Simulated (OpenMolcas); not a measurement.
Pt⁷⁺: effect of the basis set

```
Program             : OpenMolcas
Method              : SS-RASPT2, IPEA 0.25 Eh, imaginary shift 0.1 Eh (closed shells correlated: 5s)
Active space        : 9 electrons in 8 orbitals (RAS1 5p, at most 2 holes; RAS2 5d)
State averaging     : 2S+1 = 4 even, 10 roots; 2S+1 = 2 even, 40 roots
Spin-orbit coupling : RASSI with atomic mean-field integrals over the reference wave functions, term energies averaged over their components
```

A. ANO-R2 [8s6p5d3f1g], X2C, finite nucleus; CASPT2 step about 50 core-seconds
B. ANO-RCC-VTZP [8s7p5d3f1g], DKH2, point nucleus; CASPT2 step about 40 core-seconds
C. ANO-RCC-VQZP [9s8p6d4f2g1h], DKH2, point nucleus; CASPT2 step roughly 60 core-seconds

Energies in cm⁻¹ above 5d³ ⁴F_3/2.

| Level | A | B | C |
| --- | --- | --- | --- |
| 5d³ ⁴F_3/2 [75 %] | 0.0 | 0.0 | 0.0 |
| 5d³ ⁴F_5/2 | 10500 | 10830 | 10200 |
| 5d³ ⁴F_7/2 | 17590 | 18010 | 17170 |
| 5d³ ⁴P_1/2 [67 %] | 22720 | 23010 | 22560 |
| 5d³ ²G_7/2 [73 %] | 32660 | 33220 | 32100 |
| 5d³ ⁴P_5/2 | 34270 | 34770 | 33920 |
| 5d³ ²H_9/2 [53 %] | 34410 | 35050 | 33760 |
| 5d³ ²P_1/2 [67 %] | 40920 | 41570 | 40410 |
| 5d³ ²H_11/2 | 44540 | 45190 | 43850 |
| 5d³ ²D_5/2(1) | 48500 | 49170 | 47920 |
| 5d³ ²F_5/2 | 52320 | 52820 | 51960 |
| 5d³ ²G_9/2 [58 %] | 53320 | 54280 | 52390 |
| 5d³ ²F_7/2 | 54210 | 54830 | 53730 |
| 5d³ ²P_3/2 [56 %] | 57040 | 57940 | 56270 |
| 5d³ ²D_3/2(2) | 78840 | 79500 | 78420 |
| 5d³ ²D_5/2(2) [74 %] | 80550 | 81340 | 79990 |

Among A to C the level of the table that moves most is 5d³ ²G_9/2 [58 %], by 1900 cm-1 (lowest in C, highest in B). Moves below CASPT2's spread within the term are not significant.

Term energies are means over components that CASPT2 splits; among the terms shown or strongly mixed into the levels shown the widest spread is 200 cm-1 (5d³ ⁴F, C). Active for correlation alone: 5p; no level in the range computed is led by a configuration that opens it, so any true level of that kind is missing. Only configurations of the active space appear. The table leaves out levels that lie high or whose names do not pair safely across all columns.

A share in square brackets marks a mixed level and gives the weight of the term that names it, the lowest over the columns. A number in round brackets counts repeated terms of one configuration in the order of the reference energies.
